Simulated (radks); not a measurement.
Task: The mean radii <r> (bohr) of the occupied orbitals of an atom or ion are listed with their occupations. All-electron calculation, scalar-relativistic Kohn-Sham, SCAN, spin-unpolarised, spherical densities, finite nucleus; meta-GGA in the generalised Kohn-Sham scheme; Fermi nuclear charge, rms radius of each element as measured or else 0.836 A^(1/3) + 0.57 fm. Program: a radial shooting solver on a logarithmic mesh with Libxc functionals.

| orbital | occ. | <r> |
|---|---|---|
| 1s | 2 | 0.1113 |
| 2s | 2 | 0.5636 |
| 2p | 6 | 0.5327 |
| 3s | 1 | 1.868 |

Name the element and its charge.

Result: Z = 14, silicon, charge +3: Si3+ in [Ne] 3s1. The 1s radius gives Z: for a bare nucleus <r> = (2 gamma + 1)/(2Z) with gamma = sqrt(1 - (Z/c)^2), 0.1068 bohr for Z = 14, and screening makes it slightly larger (0.1113 here). The occupations add up to 11, and the charge is Z minus that.
